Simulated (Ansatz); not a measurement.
System: sum formula GeI3F (charge 0, singlet). SMILES: [F][Ge]([I])([I])[I]
Geometry: optimised at B3LYP-D3(BJ)/def2-TZVP (Ansatz, an electronic-structure program).

Quantity: vertical electron affinity (to the doublet state of charge -1; a negative value means that the extra electron is unbound and the number depends on the basis; each state is the SCF solution reached for its spin; the molecule has degenerate orbitals, so one determinant may break the symmetry), in eV. Valence correlation only, unless marked. Open shells are spin-unrestricted. Spin-orbit coupling is left out. Frozen are the shells of the preceding noble gas and the d and f shells that filled before the atom's block. Past Kr the def2 sets carry scalar-relativistic core potentials. Anions need diffuse functions: def2-D sets add few. CBS(X,Y): correlation extrapolated as X^-3; Hartree-Fock from the larger set. The bracket is a focal-point correction in the basis named.

| level | program | vertical electron affinity (eV) |
|---|---|---|
| HF/def2-TZVPPD | Ansatz | 0.86 |
| B3LYP/def2-TZVPD | Ansatz | 1.91 |
| PBE0/def2-TZVPD | Ansatz | 1.83 |
| wB97X/def2-TZVPD | Ansatz | 1.65 |

Question: What does RI-MP2/CBS(def2-TZVPPD,def2-QZVPPD)+[CCSD(T)-MP2]/def2-TZVPPD (Ansatz) give?

Answer: 1.52 eV, so wB97X/def2-TZVPD differs from it by 0.13 eV.
